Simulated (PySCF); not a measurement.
A side-by-side comparison of computed properties.

First species: C4H13NSi.
SMILES: `CCCN(C)[SiH3]`

Second species: C₆H₆O₂S.
Geometry (PBE0-D3(BJ)/def2-SVP, Å), atoms numbered from 1 in this order:
```
atom  x, y, z in Å
C1     3.034   -0.063    0.729
O2     1.641    0.185    0.777
C3     0.881   -0.593   -0.005
O4     1.320   -1.459   -0.719
C5    -0.544   -0.260    0.118
C6    -1.573   -0.889   -0.546
C7    -2.839   -0.344   -0.223
C8    -2.743    0.689    0.681
S9    -1.126    1.002    1.142
H10    3.418    0.053   -0.295
H11    3.262   -1.085    1.069
H12    3.500    0.671    1.396
H13   -1.391   -1.713   -1.236
H14   -3.785   -0.694   -0.636
H15   -3.554    1.285    1.099
```

Levels: CAM-B3LYP/def2-SVPD for dipole moment, HOMO energy, LUMO energy, HOMO–LUMO gap, static isotropic polarisability and electronic spatial extent ⟨r²⟩ about the centre of nuclear charge; TDDFT CAM-B3LYP/def2-SVPD for lowest singlet excitation; TDA CAM-B3LYP/def2-SVPD for lowest triplet excitation (Tamm–Dancoff); ΔSCF CAM-B3LYP/def2-SVPD for vertical ionisation energy; PBE0-D3(BJ)/def2-SVP for rotational constant A and rotational constant C. Geometries: PBE0-D3(BJ)/def2-SVP. Each structure is a single optimised conformer of the isolated species, non-relativistic unless stated; the electronic structure was computed with PySCF and density fitting.

The conformers computed, where there is a choice (atom-mapped SMILES and torsion angles):
- `[CH3:1][CH2:2][CH2:3][N:4]([CH3:5])[SiH3:6]`: C1–C2–C3–N4 -59°, C2–C3–N4–C5 -71°
- `[CH3:1][O:2][C:3](=[O:4])[c:5]1[cH:6][cH:7][cH:8][s:9]1`: C1–O2–C3–O4 0°, O2–C3–C5–C6 -179°

**Question.** Which of the two has the higher HOMO–LUMO gap, and by how much?

**Answer.** The first: 8.82 eV against 7.94 eV, a difference of 0.88 eV.

**Question.** Which of the two has the higher HOMO energy, and by how much?

**Answer.** The first: -7.65 eV against -8.49 eV, a difference of 0.84 eV.

**Question.** Which of the two has the higher ⟨r²⟩, and by how much?

**Answer.** The second: 1458 bohr² against 951 bohr², a difference of 507 bohr².

**Question.** Which has the higher rotational constant A?

**Answer.** The first: 3.947 GHz against 3.356 GHz, a difference of 0.591 GHz.

**Question.** Which has the higher LUMO energy?

**Answer.** The first: 1.17 eV against -0.55 eV, a difference of 1.72 eV.

**Question.** Which of the two has the higher T1 energy, and by how much?

**Answer.** The first: 5.58 eV against 3.35 eV, a difference of 2.23 eV.

**Question.** Which has the higher S1 energy?

**Answer.** The first: 5.76 eV against 5.08 eV, a difference of 0.68 eV.

**Question.** Which has the higher vertical ionisation energy?

**Answer.** The second: 9.14 eV against 8.23 eV, a difference of 0.91 eV.

On the first: The polarisability is 12.73 Å³ as a volume (1 au = 0.148185 Å³), or 1.48 au for each of the 58 electrons. The vertical singlet–triplet gap S1 − T1 is 0.18 eV (TDDFT singlet less Tamm–Dancoff triplet; S1: HOMO→LUMO, weight 0.76; T1: HOMO→LUMO, weight 0.59).

On the second: S1 lies 2.86 eV below the HOMO–LUMO gap; its leading configuration is HOMO→LUMO, weight 0.86. The ΔSCF ionisation energy exceeds −ε(HOMO) by 0.65 eV with CAM-B3LYP.
